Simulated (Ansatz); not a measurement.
Reaction (ligand exchange at the Si–O bond): `O[SiH2]C(O)Br` + H–F → `OC(Br)[SiH2]F` + H₂O

Computed with Ansatz on PBE0-D4/def2-TZVP structures; ΔE is electronic, products minus reactants. CCSD(T)/CBS is the MP2 limit (def2-TZVPP, def2-QZVPP) plus CCSD(T) − MP2 in def2-TZVPP, frozen cores. This one scheme is used for every species. DFT in def2-TZVPP. HSE06 is defined as in plane-wave codes. For Br outer-core shells are correlated without core-valence functions, which leaves a few kJ/mol of doubt a bond. Scalar relativity is left out up to krypton. One conformer a species, not always the lowest.

`O[SiH2]C(O)Br`:

Cartesian coordinates in Å:
```
O 0.369 -0.846 1.550
Si 0.250 -1.003 -0.084
C -0.193 0.716 -0.749
O 0.663 1.718 -0.384
Br -2.048 1.011 0.028
H -0.449 -0.616 2.000
H 1.610 -1.378 -0.541
H -0.770 -1.980 -0.532
H -0.377 0.796 -1.818
H 0.944 1.582 0.529
```

H–F:

Z-matrix (Å, degrees):
```
F
H 1 0.920
```

`OC(Br)[SiH2]F`:

Cartesian coordinates in Å:
```
O -1.041 0.176 -1.276
C 0.078 0.454 -0.526
Br 1.758 -0.115 -1.439
Si -0.016 -0.527 1.087
F 1.249 -0.134 1.976
H -1.051 0.723 -2.070
H 0.248 1.523 -0.375
H 0.008 -1.973 0.790
H -1.234 -0.126 1.832
```

H₂O:

Z-matrix (Å, degrees):
```
O
H 1 0.960
H 1 0.960 2 105.1
```

```json
{"level": "LDA (SPW92)", "ΔE (kJ/mol)": "-21.1", "difference from CCSD(T)/CBS": "11.7"}
{"level": "B2PLYP", "ΔE (kJ/mol)": "-34.9", "difference from CCSD(T)/CBS": "-2.1"}
{"level": "PBE-QIDH", "ΔE (kJ/mol)": "-30.6", "difference from CCSD(T)/CBS": "2.2"}
{"level": "BLYP", "ΔE (kJ/mol)": "-37.2", "difference from CCSD(T)/CBS": "-4.4"}
{"level": "r2SCAN0", "ΔE (kJ/mol)": "-31.7", "difference from CCSD(T)/CBS": "1.1"}
{"level": "HSE06", "ΔE (kJ/mol)": "-30.7", "difference from CCSD(T)/CBS": "2.1"}
{"level": "HF/def2-SVP", "ΔE (kJ/mol)": "-43.1", "difference from CCSD(T)/CBS": "-10.3"}
{"level": "CCSD(T)/def2-TZVPP", "ΔE (kJ/mol)": "-31.2", "difference from CCSD(T)/CBS": "1.6"}
{"level": "SCS-MP2/def2-QZVPP", "ΔE (kJ/mol)": "-35.6", "difference from CCSD(T)/CBS": "-2.8"}
{"level": "HF/CBS(def2)", "ΔE (kJ/mol)": "-47.7", "difference from CCSD(T)/CBS": "-14.9"}
{"level": "CCSD(T)/CBS", "ΔE (kJ/mol)": "-32.8", "difference from CCSD(T)/CBS": "0"}
```

**Question.** What do rigid-rotor, harmonic-oscillator terms from PBE0-D4/def2-TZVP frequencies (298.15 K, 1 bar) make of the CCSD(T)/CBS value? (Estimate.)

**Answer.** The calculation gave: ΔZPE = +0.1 kJ/mol, ΔH = -32.1 kJ/mol, ΔS = 13 J/(mol·K), ΔG = -35.9 kJ/mol.

Largest T1 diagnostic among the species: 0.011.

The D4 term adds +4.9 kJ/mol with B3LYP and +2.6 kJ/mol with PBE0; it sums over pairs of atoms, weighted by their polarisabilities, and B3LYP, whose exchange is more repulsive, gets the larger term. Leaving LDA and LC-ωPBE aside and taking each functional with its dispersion term where it has one, the values, not all of them listed here, spread over 11.3 kJ/mol, from BHLYP-D4 to revPBE-D4. LDA lies +8.3 kJ/mol from PBE without D4.

CCSD(T)/CBS has its own doubt, a few kJ/mol and more with outer-core shells, so smaller differences from it don't rank the levels.

B3LYP here is the variant with VWN-RPA as its local correlation; programs differ in this.
